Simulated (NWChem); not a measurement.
System: sulfur difluoride (SF2); SMILES FSF

Results from NWChem. Medium grid unless said otherwise, to which SCAN and Minnesota functionals are sensitive. All runs use the structure optimised with PBE0/def2-SVP. Hybrids' shares of exact exchange are those that their runs print; pure functionals count as 0. The functionals differ in more than this share.

```
row                                     share of exact exchange  highest occupied level (eV)
--------------------------------------  -----------------------  ---------------------------
LDA (Slater exchange, VWN5)/def2-TZVPD                     0.00                        -6.04
PBE/def2-TZVPD                                             0.00                        -5.90
B3LYP/def2-TZVPD                                           0.20                        -7.19
PBE0/def2-TZVPD                                            0.25                        -7.40
M06-2X/def2-TZVPD                                          0.54                        -8.81
Hartree-Fock/def2-TZVPD                                    1.00                     withheld
```

Question: Fit a straight line of the last column on the one before it, predict the withheld value, and compare with the run.

Answer: 
1. Means of the 5 shown rows: x = 0.198, y = -7.068. Slope Σ(x − x̄)(y − ȳ)/Σ(x − x̄)² = -1.048/0.1981 = -5.291; intercept -6.020.
2. The shown rows scatter about the line by 0.084 (root mean square); the largest residual is +0.12, at PBE/def2-TZVPD.
3. At x = 1.00 (Hartree-Fock/def2-TZVPD; beyond the shown range) the line gives -11.31.
4. The run gives -10.99, +0.32 from the line, 3.8 times the scatter.
